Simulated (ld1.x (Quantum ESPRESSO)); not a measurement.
## Which change was made? (Pr, RRKJ)

- Element: praseodymium (Pr)
- Generator: ld1.x (Quantum ESPRESSO) 7.5
- Type: norm-conserving RRKJ (Kleinman–Bylander form)
- Functional: PBE
- Relativity: non-relativistic
- Frozen core: [Xe] 4f2
- Valence charge: 3
- Reference configuration: 5d1 6s1.75 6p0.25
- Partial waves: 6p (bound): rc 4.20 bohr; 5d (bound): rc 2.20 bohr; 6s (bound): rc 3.40 bohr
- Local potential: the s channel
- Core correction: Bessel-smoothed model core, default radius (core density twice the valence density)
- rho0: 0.001

Cutoffs, loose and tight: the cutoffs (Ry, on a coarse ladder) from which the occupation-weighted sum of valence levels, in a spherical-Bessel basis at the reference potential, stays within 10 and 1 mRy of its value at 400 Ry. They do not see the model core or the augmentation charge, which bear on the density cutoff. Test errors are all-electron minus pseudo excitation energies from the reference, over the configurations 5d1 6s2 6p0; 5d1 6s1 6p0; 5d1 6s0 6p0; 5d1 6s1 6p1; 5d1 6s1.5 6p0; 5d1 6s0 6p1; 5d0 6s2 6p1; variants that change the core or the reference have their own tests.

The base gives: outcome: generated; cutoff, loose: 12 Ry; cutoff, tight: 30 Ry; bound ghosts: none; largest test error (meV): -163.

**Question.** After one change the result is: outcome: failed: compute_phi: phi has nodes before r_c. Which change was it?
A. local potential the d channel
B. type ultrasoft; waves now 6s (bound): rcut 2.95, rcutus 3.40 bohr; 6s channel at 1.75 Ry: rcut 2.95, rcutus 3.40 bohr; 6p (bound): rcut 3.65, rcutus 4.20 bohr; 6p channel at 1.2 Ry: rcut 3.65, rcutus 4.20 bohr; 5d (bound): rcut 1.90, rcutus 2.20 bohr; 5d channel at 1.45 Ry: rcut 1.90, rcutus 2.20 bohr; local potential all-electron potential smoothed inside 2.45 bohr (lloc = -1); augmentation PSQ, inside the norm-conserving radii; rho0 0
C. scalar-relativistic
D. wave 6s (bound): rc 3.40 bohr becomes 6s (bound): rc 4.76 bohr

**Answer.** C. The others give: wave 6s (bound): rc 3.40 bohr becomes 6s (bound): rc 4.76 bohr → outcome: generated; cutoff, loose: 12 Ry; cutoff, tight: 30 Ry; bound ghosts: none; largest test error (meV): -129 | type ultrasoft; waves now 6s (bound): rcut 2.95, rcutus 3.40 bohr; 6s channel at 1.75 Ry: rcut 2.95, rcutus 3.40 bohr; 6p (bound): rcut 3.65, rcutus 4.20 bohr; 6p channel at 1.2 Ry: rcut 3.65, rcutus 4.20 bohr; 5d (bound): rcut 1.90, rcutus 2.20 bohr; 5d channel at 1.45 Ry: rcut 1.90, rcutus 2.20 bohr; local potential all-electron potential smoothed inside 2.45 bohr (lloc = -1); augmentation PSQ, inside the norm-conserving radii; rho0 0 → outcome: failed: run_pseudo: Errors in PS-KS equation | local potential the d channel → outcome: failed: compute_chi: n is too large.
